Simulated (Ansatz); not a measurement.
Consider the redistribution: `O[SiH2]S[SiH](Cl)Cl` + `[SiH3][SiH2]Cl` → trichlorosilane + `O[SiH2]S[SiH2][SiH3]`.

Calculated with Ansatz (gas phase, PBE0-D4/def2-TZVP geometries, no zero-point term in ΔE). CCSD(T)/CBS adds triple-zeta CCSD(T) − MP2 to the extrapolated MP2 energy (def2 sets, frozen cores). This one scheme is used for every species. DFT in def2-TZVPP. B3LYP here is the variant with VWN-RPA as its local correlation; programs differ in this. One conformer a species, not always the lowest.

```tsv
level	ΔE (kJ/mol)	difference from CCSD(T)/CBS
PBE-D4	5.1	0.1
r2SCAN-D4	4.7	-0.3
PBE0-D4	4.9	-0.1
ωB97M-V	5.5	0.5
B2PLYP	4.7	-0.3
PBE	4.0	-1.0
r2SCAN	4.5	-0.5
B3LYP	4.6	-0.4
MP2/def2-TZVPP	4.7	-0.3
SCS-MP2/def2-TZVPP	4.7	-0.3
CCSD/def2-TZVPP	3.9	-1.1
HF/def2-QZVPP	4.5	-0.5
MP2/def2-QZVPP	5.2	0.2
SCS-MP2/def2-QZVPP	5.2	0.2
MP2/CBS(def2)	5.7	0.7
CCSD/CBS(def2)	4.9	-0.1
CCSD(T)/CBS	5.0	0
```

Largest T1 diagnostic among the species: 0.012.
